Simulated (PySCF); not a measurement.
## First hyperpolarisability: SMILES CC(C)C#CC(=O)O, C6H8O2

Cartesian coordinates in Å; atom numbers follow the order of the lines, from 1:
```xyz
16

C    -1.4831    1.4101   -0.0504
C    -1.0941   -0.0148   -0.4576
C    -1.8261   -1.0572    0.3915
C     0.3384   -0.1832   -0.3332
C     1.5307   -0.2996   -0.2168
C     2.9457   -0.4873   -0.0753
O     3.4680   -1.4300    0.4608
O     3.6376    0.5263   -0.6216
H    -0.9585    2.1403   -0.6622
H    -1.2275    1.5862    0.9922
H    -2.5542    1.5519   -0.1754
H    -1.3517   -0.1668   -1.5136
H    -1.5320   -2.0632    0.1012
H    -1.5885   -0.9191    1.4438
H    -2.9011   -0.9553    0.2595
H     4.5887    0.3706   -0.5130
```

Computed with quadratic response B3LYP/def2-SVPD first hyperpolarisability, Taylor convention, gas phase (PySCF). Geometry: GFN2-xTB.

Task: Give β for the processes computed.

Result: In au, Taylor convention; the vector part is βᵢ = ⅓ Σⱼ (βᵢⱼⱼ + βⱼᵢⱼ + βⱼⱼᵢ); β∥ is 3/5 of the vector part along the dipole, the dipole points from − to +:
| process | λ (nm) | β vector norm | β∥ | β HRS | depolarisation ratio |
| --- | --- | --- | --- | --- | --- |
| static β(0;0,0) | ∞ | 210.2 | 98.4 | 103.7 | 3.24 |
| second harmonic β(−2ω;ω,ω) | 1907 | 225.6 | 106.0 | 110.6 | 3.29 |
| Pockels β(−ω;ω,0) | 1907 | 215.2 | 100.8 | – | – |
| second harmonic β(−2ω;ω,ω) | 1340 | 243.1 | 114.7 | 118.4 | 3.34 |
| Pockels β(−ω;ω,0) | 1340 | 220.4 | 103.4 | – | – |

Task: Which lowest excitations, dipole and polarisabilities go with it?

Result: S1 4.70 eV (f = 0.000); S2 5.58 eV (f = 0.000); S3 5.81 eV (f = 0.157); dipole 2.80 D; isotropic α 82.8 au static, 83.1 au at 1907 nm, 83.3 au at 1340 nm, 83.9 au at 953.5 nm, 85.0 au at 670 nm.
